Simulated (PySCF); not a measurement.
## SrSb⁺: energy against distance

Set-up: basis Sr def2-SVPD with ECP28, Sb def2-SVPD with ECP28; scalar-relativistic core potentials; PySCF 2.14. Energies in eV from Sr⁺ + Sb in their ground configurations at the same level. State: ³Σ⁻ (triplet), unpaired electrons π ↑↑.

Curves on a restricted Hartree–Fock reference rise too fast on stretching and do not dissociate correctly.

```tsv
R (Å)	ROHF
2.704	0.8543
2.830	0.3775
2.955	0.0993
3.050	-0.0140
3.144	-0.0662
3.238	-0.0718
3.364	-0.0259
3.521	0.0896
3.710	0.2783
3.961	0.5677
```

Put a parabola through the three lowest points of the ROHF curve and estimate Re, k and ωe (reduced mass 50.9 u; 1 eV/Å² = 0.16022 mdyn/Å; ωe = 1302.8·√(k/μ) cm⁻¹).

Through R = 3.144, 3.238, 3.364 Å the second-order coefficient is 1.93 eV/Å², so Re ≈ 3.206 Å, k ≈ 0.617 mdyn/Å and ωe ≈ 143 cm⁻¹. A polynomial fit of higher order to the unrounded ROHF energies gives Re = 3.203 Å, k = 0.702 mdyn/Å, ωe = 153 cm⁻¹; anharmonicity and rounding make the difference.

The higher-order fit for each curve: ROHF: Re = 3.203 Å, ωe = 153 cm⁻¹, De = 0.074 eV.

Spin–orbit coupling is left out, which matters for elements this heavy, above all for dissociation energies. For an ion De counts to the pair picked by the measured ionisation energies or electron affinities, which need not be the lowest pair at this level. Hartree–Fock leaves out correlation, which carries a large part of most bond energies and some tenths to 1 eV of ionisation energies. The state is the lowest determinant that a PBE0 search found; another state may lie lower at other levels.
